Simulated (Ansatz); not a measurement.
## Energy profile

The step: AlH + CH₄ → CH₃Al ([CH3][Al]) + H₂; bonds formed: Al1–C4, H2–H3; bonds broken: Al1–H3, H2–C4 (atoms numbered as in the saddle structure below).

Al1  (-1.690, 0.055, -0.363)
H2  (-0.087, -0.650, -0.623)
H3  (-0.701, -1.175, -1.263)
C4  (0.398, 0.319, 0.395)
H5  (1.371, -0.146, 0.202)
H6  (0.199, 0.209, 1.465)
H7  (0.511, 1.388, 0.186)
(Å)

Electronic energies by CCSD(T) at an estimated basis limit (MP2 extrapolated from triple and quadruple zeta, plus CCSD(T) − MP2 in triple zeta), on PBE0-D4/def2-TZVP structures; CH$_{5}$Al, singlet; no counterpoise correction. Program: Ansatz 0.2.0. Basis: def2-TZVPP and def2-QZVPP. Cores are frozen in the correlated methods. Extrapolation: Hartree–Fock as exp(−7.88 √X), correlation as X^−2.97.

Task: Give the profile in kJ/mol, counted from the separated reactants. (Judge from chemistry; the value comes from the calculation.)

Result: Computed:
| point | kJ/mol |
| --- | --- |
| separated: AlH (Al1, H3; singlet) + CH$_{4}$ (H2, C4, H5, H6, H7; singlet) | 0.0 |
| start structure | -4.5 |
| saddle | 123.7 |
| end structure | 14.7 |
| separated: CH$_{3}$Al (linked as [CH3][Al]; Al1, C4, H5, H6, H7; singlet) + H$_{2}$ (H2, H3; singlet) | 16.4 |

T1 diagnostic: at most 0.015. The restricted Hartree–Fock reference is unstable towards an unrestricted one at one or more of these structures.

For scale, one of the runs: CCSD(T)/def2-TZVPP, 143 basis functions, launched by `ansatz run in.yaml --threads 2 --pin off --events-out ev --progress --plain --max-ram 4352MiB`. Time: 6.5 s of wall clock on 2 CPU threads of an Arm Neoverse V1; the host was shared. Peak host memory: 0.78 GiB.
